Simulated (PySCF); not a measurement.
Nuclear quadrupole coupling in `COB(OC)C1C[SiH2]C1`

Species: C₅H₁₃BO₂Si.
Z-matrix (Å and degrees, PBE0-D3(BJ)/def2-SVP geometry), rows numbered from 1:
```
C 
O   1  1.3993
B   2  1.3649  1  123.58
O   3  1.3587  2  117.21  1  -178.73
C   4  1.4044  3  121.36  2     0.30
C   3  1.5802  2  123.77  1    -1.48
C   6  1.5790  3  110.64  2   -69.57
Si  7  1.8978  6   88.01  3  -124.71
C   6  1.5623  3  115.39  2   174.59
H   1  1.1000  2  108.52  3  -163.65
H   1  1.1032  2  112.36  3   -44.01
H   1  1.1030  2  111.40  3    77.27
H   5  1.1022  4  111.62  3    59.18
H   5  1.1022  4  111.54  3   -61.31
H   5  1.0994  4  108.21  3   178.99
H   6  1.1037  3  108.81  2    50.12
H   7  1.1002  6  114.24  3   117.18
H   7  1.1019  6  114.64  3    -7.53
H   8  1.4976  7  116.53  6   116.92
H   8  1.4985  7  115.86  6  -114.61
H   9  1.0998  6  114.07  3  -120.10
H   9  1.0996  6  112.91  3     3.99
```

Field gradients from the PBE0/pcSseg-1 density (PySCF, non-relativistic), principal values in atomic units, ordered |Vxx| ≤ |Vyy| ≤ |Vzz|:

```json
{"atom": "O2", "Vxx": "-0.7627", "Vyy": "-0.8704", "Vzz": "1.6332"}
{"atom": "B3", "Vxx": "-0.0930", "Vyy": "-0.2475", "Vzz": "0.3405"}
{"atom": "O4", "Vxx": "-0.7743", "Vyy": "-0.8291", "Vzz": "1.6034"}
```

**Question.** Find the asymmetry η = (Vxx − Vyy)/Vzz and the couplings χ = eQV/h (234.96 MHz × Q in barn × V in au), with Q(17O) = −0.0256 b, Q(11B) = 0.04059 b.

**Answer.** 
```json
{"atom": "O2", "environment": "boron-bound oxygen", "nucleus": "17O", "η": "0.07", "χzz (MHz)": "-9.82", "χxx (MHz)": "4.59", "χyy (MHz)": "5.24"}
{"atom": "B3", "environment": "three-coordinate boron", "nucleus": "11B", "η": "0.45", "χzz (MHz)": "3.247", "χxx (MHz)": "-0.887", "χyy (MHz)": "-2.361"}
{"atom": "O4", "environment": "boron-bound oxygen", "nucleus": "17O", "η": "0.03", "χzz (MHz)": "-9.64", "χxx (MHz)": "4.66", "χyy (MHz)": "4.99"}
```

The gradient is axial or nearly so (η below 0.05) at O4. 

**Question.** What is Vzz at B3 in SI units (1 au = 9.71736 × 10²¹ V/m²)?

**Answer.** 0.3405 au = 3.309 × 10²¹ V/m².

**Question.** And the gradient at the other heavy atoms, for which no coupling is worked out here?

**Answer.** 
```json
{"atom": "C1", "environment": "methoxy carbon", "Vzz (au)": "0.401", "η": "0.05"}
{"atom": "C5", "environment": "methoxy carbon", "Vzz (au)": "0.408", "η": "0.03"}
{"atom": "C6", "environment": "sp3 carbon bound to boron", "Vzz (au)": "-0.216", "η": "0.35"}
{"atom": "C7", "environment": "sp3 carbon bound to silicon", "Vzz (au)": "0.114", "η": "0.90"}
{"atom": "Si8", "environment": "SiH2 silicon", "Vzz (au)": "0.189", "η": "1.00"}
{"atom": "C9", "environment": "sp3 carbon bound to silicon", "Vzz (au)": "0.112", "η": "0.57"}
```

Were the hydrogens deuterons (Q(2H) = 0.00286 b), χzz would run from 93 kHz (H20 and H19) to 203 kHz (H21 and H17).

The structure is a single PBE0-D3(BJ)/def2-SVP conformer in the gas phase; no vibrational or solvent corrections. A larger basis could move these couplings by a tenth or more.
